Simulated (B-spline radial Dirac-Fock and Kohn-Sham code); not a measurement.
# Form factor and incoherent scattering function of Se⁴⁺

System: the Se⁴⁺ ion, configuration [Ar] 3d10 4s2, inside a Watson sphere of charge -4 and radius 2.4 Å (a model of the Madelung potential; inside it an electron's potential energy is raised by 24.0 eV).

Method: configuration-average Dirac-Fock orbitals. Computed with a radial atomic solver. f₀ is the Fourier transform of the spherical electron density, S the Waller-Hartree incoherent function, and s = sin θ/λ.

| s (Å⁻¹) | f₀ | S |
| --- | --- | --- |
| 0 | 30.000 | 0.000 |
| 0.05 | 29.743 | 0.345 |
| 0.1 | 29.011 | 1.253 |
| 0.15 | 27.901 | 2.439 |
| 0.2 | 26.539 | 3.660 |
| 0.25 | 25.045 | 4.816 |
| 0.3 | 23.507 | 5.917 |
| 0.35 | 21.983 | 7.002 |
| 0.4 | 20.504 | 8.084 |
| 0.45 | 19.084 | 9.155 |
| 0.5 | 17.731 | 10.193 |
| 0.6 | 15.253 | 12.120 |
| 0.7 | 13.113 | 13.834 |
| 0.8 | 11.336 | 15.363 |
| 0.9 | 9.911 | 16.731 |
| 1 | 8.801 | 17.948 |
| 1.1 | 7.950 | 19.020 |
| 1.2 | 7.300 | 19.957 |
| 1.4 | 6.397 | 21.488 |
| 1.6 | 5.775 | 22.677 |
| 1.8 | 5.260 | 23.637 |
| 2 | 4.778 | 24.439 |
| 2.5 | 3.652 | 25.962 |
| 3 | 2.740 | 26.978 |
| 3.5 | 2.105 | 27.648 |
| 4 | 1.701 | 28.103 |
| 5 | 1.292 | 28.688 |
| 6 | 1.092 | 29.076 |

f₀ starts at the number of electrons, 30, and has fallen to half at s ≈ 0.61 Å⁻¹. The sum of ⟨r²⟩ over the electrons is 14.11 bohr².
